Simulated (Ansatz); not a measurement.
Born–Oppenheimer molecular dynamics of CH$_{7}$BF$_{2}$Si$_{2}$ (13 atoms, charge 0, multiplicity 1). It starts from a relaxed structure.

Method: UKS B3LYP/STO-3G (Ansatz 0.2.0).

```
ensemble        : NVT, Nosé–Hoover chain
time step       : 0.5 fs
steps asked     : 161
set temperature : 400 K
thermostat      : time constant 100 fs, chain length 3 (defaults)
seed            : 878387
```

First frame:

```xyz
13
Properties=species:S:1:pos:R:3
C -0.743 -0.883 1.395
Si 0.426 0.203 0.370
F 1.887 0.237 1.158
Si 0.677 -0.747 -1.693
B -0.288 2.062 0.203
F -1.575 2.316 0.098
H -0.865 -0.493 2.414
H -1.739 -0.923 0.936
H -0.375 -1.914 1.479
H 1.627 -0.023 -2.507
H -0.582 -0.748 -2.404
H 1.129 -2.118 -1.611
H 0.442 2.996 0.176
```

Question: How far do the bonds stretch over the last three quarters of this one trajectory? (Pairs bonded in most of those frames.)

Answer: 
```tsv
bond	mean (Å)	spread (Å)	shortest	longest
C1–Si2	1.899	0.017	1.87	1.92
C1–H7	1.098	0.013	1.07	1.12
C1–H8	1.099	0.015	1.07	1.13
C1–H9	1.101	0.023	1.06	1.14
Si2–F3	1.655	0.038	1.60	1.72
Si2–Si4	2.292	0.054	2.20	2.36
Si2–B5	2.002	0.022	1.96	2.04
Si4–H10	1.447	0.003	1.44	1.45
Si4–H11	1.447	0.008	1.43	1.46
Si4–H12	1.447	0.005	1.44	1.46
B5–F6	1.319	0.014	1.30	1.34
B5–H13	1.186	0.022	1.15	1.22
```

Mean temperature of the second half: 194 K. The conserved energy stayed within 0.13 meV per atom of its start (net change 0.067 meV per atom), so the integration is sound. The mean temperature of the second half is 52 % below the set value. A run of 0.081 ps of so small a system gives no equilibrium averages. Limits of this set-up: minimal basis.

The run took 13 min on 1 thread of Arm Neoverse V1, on a shared host, peak memory 0.16 GiB.
